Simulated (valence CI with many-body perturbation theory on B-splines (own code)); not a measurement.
Level structure of Xe⁴⁷⁺

Calculated by valence CI with perturbative core correlation (CI+MBPT): five valence electrons over a frozen Dirac-Fock core [He], radial functions for each j: 11 s, 11 p, 10 d, 8 f, 5 g, 2 h, with the one-electron correlation potential Σ1 (screened to all orders), the two-electron term Σ2, the three-electron term Σ3, Breit, model QED; selected single and double excitations, second order for the rest, scaled by the run's own slope (own B-spline code, finite nucleus).

No measured spectrum was set against this ion. As an estimate, large intervals hold to a few tenths of a per cent, small ones and those within an open d or f shell to about a per cent. Among the levels kept, up to 7200 cm⁻¹ of a level comes from second order outside the variational space, and about a tenth of that is noise between levels of different J, which matters for small intervals.

Levels 1 to 45 of 200, with energies above the lowest level, (2s^2 2p1/2^2 2p3/2) J=3/2. "Leading %" is the weight of the configuration and term that name the level; weights of strongly mixed levels are sums over their largest components and can fall short. In the jj column 3d3/2^4 stands for four electrons in 3d with j = 3/2. Lifetimes count E1, E2, E3, M1 and M2 decay at the calculated energies, and are blank where another channel may lead or the interval is too uncertain; long ones can be off by a factor of two.

| No. | Configuration | Term | J | E (Ry) | Leading % | Lifetime | g | Leading jj |
| --- | --- | --- | --- | --- | --- | --- | --- | --- |
| 1 | 2s²2p³ | ²P° | 3/2 | 0.00 | 46 |  | 1.360 | 2s^2 2p1/2^2 2p3/2 (100 %) |
| 2 | 2s²2p³ | ⁴S° | 3/2 | 23.69 | 54 | 2.95 ns | 1.439 | 2s^2 2p1/2 2p3/2^2 (100 %) |
| 3 | 2s²2p³ | ²D° | 5/2 | 25.16 | 100 | 17.1 ns | 1.181 | 2s^2 2p1/2 2p3/2^2 (100 %) |
| 4 | 2s²2p³ | ²P° | 1/2 | 27.45 | 100 | 4.44 ns | 0.641 | 2s^2 2p1/2 2p3/2^2 (100 %) |
| 5 | 2s2p⁴ | ⁴P | 5/2 | 39.71 | 75 | 4.69 ps | 1.481 | 2s 2p1/2^2 2p3/2^2 (99 %) |
| 6 | 2s2p⁴ | ²S | 1/2 | 44.76 | 60 | 1.19 ps | 2.098 | 2s 2p1/2^2 2p3/2^2 (98 %) |
| 7 | 2s2p⁴ | ²P | 3/2 | 44.87 | 44 | 698 fs | 1.202 | 2s 2p1/2^2 2p3/2^2 (98 %) |
| 8 | 2s²2p³ | ²P° | 3/2 | 51.22 | 53 | 1.23 ns | 1.283 | 2s^2 2p3/2^3 (99 %) |
| 9 | 2s2p⁴ | ⁴P | 3/2 | 64.89 | 79 | 1.40 ps | 1.554 | 2s 2p1/2 2p3/2^3 (99 %) |
| 10 | 2s2p⁴ | ²D | 5/2 | 67.27 | 75 | 1.40 ps | 1.281 | 2s 2p1/2 2p3/2^3 (99 %) |
| 11 | 2s2p⁴ | ²P | 1/2 | 69.97 | 61 | 534 fs | 1.420 | 2s 2p1/2 2p3/2^3 (97 %) |
| 12 | 2s2p⁴ | ²P | 3/2 | 70.79 | 50 | 525 fs | 1.057 | 2s 2p1/2 2p3/2^3 (99 %) |
| 13 | 2p⁵ | ²P° | 3/2 | 88.51 | 99 | 473 fs | 1.316 | 2p1/2^2 2p3/2^3 (99 %) |
| 14 | 2s2p⁴ | ²S | 1/2 | 94.93 | 37 | 602 fs | 1.760 | 2s 2p3/2^4 (98 %) |
| 15 | 2p⁵ | ²P° | 1/2 | 113.73 | 100 | 354 fs | 0.641 | 2p1/2 2p3/2^4 (100 %) |
| 16 | 2s²2p²3s | ⁴P | 1/2 | 336.21 | 48 | 20.5 fs | 2.017 | 2s^2 2p1/2^2 3s (99 %) |
| 17 | 2s²2p²3p | ²P° | 1/2 | 341.06 | 44 | 1.97 ps | 0.657 | 2s^2 2p1/2^2 3p1/2 (99 %) |
| 18 | 2s²2p²3p | ²P° | 3/2 | 349.00 | 31 | 1.92 ps | 1.331 | 2s^2 2p1/2^2 3p3/2 (99 %) |
| 19 | 2s²2p²3d | ²D | 3/2 | 353.70 | 40 | 14.6 fs | 0.785 | 2s^2 2p1/2^2 3d3/2 (99 %) |
| 20 | 2s²2p²3d | ²D | 5/2 | 356.32 | 33 | 2.79 fs | 1.197 | 2s^2 2p1/2^2 3d5/2 (99 %) |
| 21 | 2s²2p²3s | ⁴P | 3/2 | 360.35 | 88 | 28.9 fs | 1.669 | 2s^2 2p1/2 2p3/2 3s (99 %) |
| 22 | 2s²2p²3s | ²P | 1/2 | 360.88 | 67 | 13.6 fs | 1.298 | 2s^2 2p1/2 2p3/2 3s (99 %) |
| 23 | 2s²2p²3s | ²D | 5/2 | 361.59 | 62 | 30.7 fs | 1.333 | 2s^2 2p1/2 2p3/2 3s (99 %) |
| 24 | 2s²2p²3s | ²D | 3/2 | 361.92 | 62 | 14.4 fs | 0.983 | 2s^2 2p1/2 2p3/2 3s (99 %) |
| 25 | 2s²2p²3p | ⁴P° | 1/2 | 365.16 | 46 | 2.61 ps | 1.719 | 2s^2 2p1/2 2p3/2 3p1/2 (99 %) |
| 26 | 2s²2p²3p | ⁴D° | 3/2 | 365.57 | 56 | 2.72 ps | 1.142 | 2s^2 2p1/2 2p3/2 3p1/2 (99 %) |
| 27 | 2s²2p²3p | ²F° | 5/2 | 366.44 | 46 | 2.01 ps | 1.077 | 2s^2 2p1/2 2p3/2 3p1/2 (99 %) |
| 28 | 2s²2p²3p | ²P° | 3/2 | 368.24 | 41 | 657 fs | 1.341 | 2s^2 2p1/2 2p3/2 3p1/2 (98 %) |
| 29 | 2s²2p²3p | ⁴D° | 5/2 | 372.21 | 42 | 237 fs | 1.455 | 2s^2 2p1/2 2p3/2 3p3/2 (82 %) |
| 30 | 2s²2p²3p | ²P° | 1/2 | 372.82 | 34 | 1.20 ps | 1.627 | 2s^2 2p1/2 2p3/2 3p3/2 (98 %) |
| 31 | 2s²2p²3p | ²D° | 3/2 | 373.26 | 52 | 1.67 ps | 1.170 | 2s^2 2p1/2 2p3/2 3p3/2 (99 %) |
| 32 | 2s²2p²3p | ²F° | 7/2 | 373.77 | 62 | 2.08 ps | 1.238 | 2s^2 2p1/2 2p3/2 3p3/2 (99 %) |
| 33 | 2s²2p²3p | ²P° | 3/2 | 373.99 | 29 | 65.7 fs | 1.407 | 2s^2 2p1/2 2p3/2 3p3/2 (78 %) |
| 34 | 2s2p³3s | ⁴P° | 5/2 | 374.37 | 27 | 63.2 fs | 1.491 | 2s 2p1/2^2 2p3/2 3s (59 %) |
| 35 | 2s²2p²3p | ²D° | 5/2 | 375.37 | 46 | 238 fs | 1.312 | 2s^2 2p1/2 2p3/2 3p3/2 (78 %) |
| 36 | 2s²2p²3p | ²P° | 1/2 | 375.96 | 82 | 172 fs | 0.658 | 2s^2 2p1/2 2p3/2 3p3/2 (94 %) |
| 37 | 2s2p³3s | ²P° | 3/2 | 376.10 | 28 | 21.5 fs | 1.482 | 2s 2p1/2^2 2p3/2 3s (78 %) |
| 38 | 2s²2p²3d | ⁴F | 3/2 | 377.91 | 42 | 7.07 fs | 0.943 | 2s^2 2p1/2 2p3/2 3d3/2 (97 %) |
| 39 | 2s²2p²3d | ⁴F | 5/2 | 378.05 | 55 | 13.8 fs | 0.982 | 2s^2 2p1/2 2p3/2 3d3/2 (96 %) |
| 40 | 2s²2p²3d | ⁴D | 1/2 | 378.20 | 80 | 15.5 fs | 0.235 | 2s^2 2p1/2 2p3/2 3d3/2 (100 %) |
| 41 | 2s²2p²3d | ²G | 7/2 | 379.04 | 46 | 13.7 ps | 1.044 | 2s^2 2p1/2 2p3/2 3d3/2 (93 %) |
| 42 | 2s²2p²3d | ²F | 5/2 | 379.13 | 18 | 2.51 fs | 1.274 | 2s 2p1/2^2 2p3/2 3p1/2 (54 %) |
| 43 | 2s2p³3p | ⁶P | 3/2 | 379.32 | 23 | 6.03 fs | 1.631 | 2s 2p1/2^2 2p3/2 3p1/2 (81 %) |
| 44 | 2s2p³3s | ²P° | 1/2 | 379.36 | 38 | 17.8 fs | 0.770 | 2s 2p1/2^2 2p3/2 3s (92 %) |
| 45 | 2s2p³3s | ²P° | 3/2 | 379.55 | 32 | 35.0 fs | 1.371 | 2s 2p1/2^2 2p3/2 3s (96 %) |

The ionisation energy to 2s²2p² ³P0 of the next ion comes out as 8381.8 eV (NIST: 8382 ± 4 eV (theoretical)). All 200 levels together are meant to be complete up to 434.29 Ry.
